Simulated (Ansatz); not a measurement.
Cost and result for the atomization energy of ClGeH5OSi (`Cl[SiH2][O][GeH3]`) (9 atoms, 8 bonds).

```xyz
9

Cl    0.682    2.403   -0.581
Si   -0.889    1.258    0.106
O    -0.353   -0.165    0.654
Ge    0.768   -1.405    0.024
H    -1.527    1.990    1.219
H    -1.806    1.089   -1.045
H     0.436   -2.673    0.817
H     2.198   -0.918    0.283
H     0.491   -1.579   -1.477
```

Total charge 0; spin multiplicity 1. Correlated methods include outer-core shells of Ge, which these sets cover unevenly. Scalar relativity is left out up to krypton. Geometry: relaxed with PBE0-D4/def2-TZVP. It is one conformer, not always the lowest. Program: Ansatz. All runs use 4 threads of an Arm Neoverse V1 on a shared host. Times are those of one run each, without the atoms' runs, and a repeat can differ threefold. Electronic energies, without spin–orbit coupling; frozen cores. CCSD(T)/CBS adds CCSD(T) − MP2 in def2-TZVPP to the MP2 limit, and its time is that of the two runs behind it. T1 = 0.011. With those shells the extrapolation isn't a true limit. B3LYP takes the VWN-RPA correlation (the form of Gaussian; ORCA's B3LYP/G).

CCSD(T)/CBS is a level of theory with its own doubt, some kJ/mol a heavy atom from the limit and from the frozen cores, so smaller differences don't rank the functionals.

```json
{"level": "PBE-D4/def2-TZVPP (with forces)", "functions": "233", "wall time": "2.5 s", "atomization (kcal/mol)": "666.8", "difference from CCSD(T)/CBS": "-11.0", "per bond": "-1.4"}
{"level": "PBE0-D4/def2-TZVPP", "functions": "233", "wall time": "4.4 s", "atomization (kcal/mol)": "661.2", "difference from CCSD(T)/CBS": "-16.6", "per bond": "-2.1"}
{"level": "r2SCAN-D4/def2-TZVPP (with forces)", "functions": "233", "wall time": "5.5 s", "atomization (kcal/mol)": "673.9", "difference from CCSD(T)/CBS": "-3.9", "per bond": "-0.5"}
{"level": "B3LYP-D4/def2-TZVPP (with forces)", "functions": "233", "wall time": "6.5 s", "atomization (kcal/mol)": "667.0", "difference from CCSD(T)/CBS": "-10.8", "per bond": "-1.3"}
{"level": "B2PLYP/def2-TZVPP", "functions": "233", "wall time": "6.5 s", "atomization (kcal/mol)": "662.9", "difference from CCSD(T)/CBS": "-14.9", "per bond": "-1.9"}
{"level": "ωB97X-V/def2-TZVPP", "functions": "233", "wall time": "9.5 s", "atomization (kcal/mol)": "678.7", "difference from CCSD(T)/CBS": "0.9", "per bond": "0.1"}
{"level": "ωB97M-V/def2-TZVPP (with forces)", "functions": "233", "wall time": "15 s", "atomization (kcal/mol)": "672.7", "difference from CCSD(T)/CBS": "-5.1", "per bond": "-0.6"}
{"level": "MP2/def2-QZVPP", "functions": "436", "wall time": "32 s", "atomization (kcal/mol)": "677.4", "difference from CCSD(T)/CBS": "-0.4", "per bond": "0.0"}
{"level": "CCSD(T)/def2-TZVPP", "functions": "233", "wall time": "2.5 min", "atomization (kcal/mol)": "660.5", "difference from CCSD(T)/CBS": "-17.3", "per bond": "-2.2"}
{"level": "CCSD(T)/CBS(def2)", "functions": "–", "wall time": "3.1 min", "atomization (kcal/mol)": "677.8", "difference from CCSD(T)/CBS": "0.0", "per bond": "0.0"}
```

In def2-TZVPP, CCSD(T) changes the Hartree–Fock value by +161.9 kcal/mol (the triples alone add +8.5 kcal/mol) and MP2 by +168.4 kcal/mol; breaking electron pairs costs correlation energy, which Hartree–Fock lacks. The D4 term adds +8.3 kcal/mol with B3LYP and +4.4 kcal/mol with PBE0; it sums over pairs of atoms, weighted by their polarisabilities, and B3LYP, whose exchange is more repulsive, gets the larger term. From PBE to PBE0 (25 % exact exchange), in def2-TZVPP and without D4, the atomization energy moves by −4.9 kcal/mol: exact exchange takes away binding that semilocal exchange gives to molecules.

For some Ge, Se and Sn compounds the MP2-based and the directly extrapolated limit differ by 10 to 25 kJ/mol.
